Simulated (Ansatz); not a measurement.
GaH2(CCH) (C2H3Ga), relaxed as a singlet with RKS PBE-D4/def2-TZVP in Ansatz, starting from the GFN2-xTB geometry. Force threshold 0.02 eV/Å.

Start:

| atom | x (Å) | y (Å) | z (Å) |
| --- | --- | --- | --- |
| Ga1 | 0.463 | -1.118 | -0.469 |
| H2 | -0.245 | -1.797 | -1.687 |
| H3 | 1.724 | -1.774 | 0.182 |
| C4 | -0.234 | 0.565 | 0.240 |
| C5 | -0.666 | 1.607 | 0.676 |
| H6 | -1.043 | 2.517 | 1.057 |

(1) Estimate the energy that the relaxation releases and the steps that it takes.

(2) Does the start keep its bonding and symmetry?

(3) Predict the relaxed structure.

Answers

(1) 0.03 eV, in 4 steps; 2.9 s on 4 threads of Arm Neoverse V1 on a shared host. No frequencies were taken in this run, so the end may be a saddle point.

(2) By distances, no bond broke or formed. The bond that changes most is Ga1–C4, from 1.95 to 1.92 Å (atoms count from 1). Point group C2v at the start, C2v at the end, both within 0.05 Å.

(3) 
```xyz
6

Ga    0.464   -1.121   -0.472
H    -0.278   -1.767   -1.693
H     1.730   -1.741    0.215
C    -0.221    0.534    0.226
C    -0.657    1.585    0.667
H    -1.040    2.510    1.055
```
Bond lengths: 1 × C–C 1.22 Å; 1 × C–Ga 1.92 Å; 2 × Ga–H 1.57 Å; 1 × C–H 1.07 Å.
